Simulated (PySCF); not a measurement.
A structure optimised at TPSSh-D3(BJ)/def2-SVP, used in a PySCF frequency run:

```xyz
16

C      1.6339     0.0669     1.0680
C      0.7877    -0.2429     0.0658
C      1.2015    -1.2157    -1.0149
B     -0.6831     0.3489     0.0421
C     -1.9068    -0.5189    -0.4771
N     -0.8876     1.6654     0.4854
H      1.3421     0.7414     1.8808
H      2.6436    -0.3574     1.1357
H      1.1139    -0.7600    -2.0168
H      0.5405    -2.0997    -1.0201
H      2.2387    -1.5639    -0.8862
H     -2.8847    -0.0199    -0.3746
H     -1.9614    -1.4866     0.0523
H     -1.7714    -0.7677    -1.5456
H     -1.8019     2.1021     0.5383
H     -0.1282     2.2731     0.7762
```

Write its SMILES and formula.

C=C(C)B(C)N, C4H10BN

What are its rotational constants (standard atomic weights)?

4.4321, 2.8281, 1.8950 GHz
